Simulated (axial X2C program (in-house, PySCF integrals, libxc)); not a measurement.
Working with the constants of CuB

A bond curve at the PBE0 level, 2c, was computed with an in-house relativistic program for diatomic molecules (basis Cu dyall-cv3z [9s9p6d3f2g], B dyall-v3z [7s6p2d1f] (cores contracted in-house)) for the state Ω = 0 (closed shell). Its fit gives Re = 1.9136 Å, ωe = 544.3 cm⁻¹, ωexe = 3.6 cm⁻¹ and αe = 4.898e-03 cm⁻¹; the masses are 62.9296 and 11.0093 u. Two-component means X2C with spin–orbit coupling and atomic mean-field Coulomb and Gaunt terms.

Q: Find the reduced mass, Be and the force constant.

A: From the PBE0 values: μ = 9.3700 u. Be = 16.8576/(μ Re²) = 0.4913 cm⁻¹. k = 5.8918×10⁻⁷ μ ωe² = 1.64 mdyn/Å.

Q: Where do the fundamental and the first overtone lie?

A: ν(1←0) = ωe − 2ωexe = 537.1 cm⁻¹; ν(2←0) = 2ωe − 6ωexe = 1067.0 cm⁻¹.

Q: Estimate De from a Morse curve and compare with the computed well depth of 2.329 eV to Cu + B.

A: De(Morse) = ωe²/(4ωexe) = 2.551 eV against 2.329 eV computed, a ratio of 1.10. For De the Morse form works well here.

Q: A Morse curve ties αe to the other constants (Pekeris). How well does that hold?

A: αe(Morse) = 6Be²/ωe × (√(ωexe/Be) − 1) = 4.542e-03 cm⁻¹; the PBE0 curve gives 4.898e-03 cm⁻¹, a ratio of 0.93.

Q: Give B0, the J = 1←0 line in GHz and the most populated J at 300 K (kT = 208.5 cm⁻¹).

A: B0 = Be − αe/2 = 0.4889 cm⁻¹; 2B0 = 29.31 GHz; J(max) ≈ √(kT/2B0) − 1/2 = 14.1, so J = 14.

The state is one determinant whose occupation by symmetry is held fixed; it was picked as the lowest of a PBE0 search that is not exhaustive. De is counted from the lowest determinant-based energies of the atoms at the same level, without counterpoise correction. In 2c an atomic determinant is not the ground J level, so De misses part of the atomic spin–orbit lowering. This holds for PBE0. The functionals have no current-density term, which raises determinants with orbital currents, atoms included.
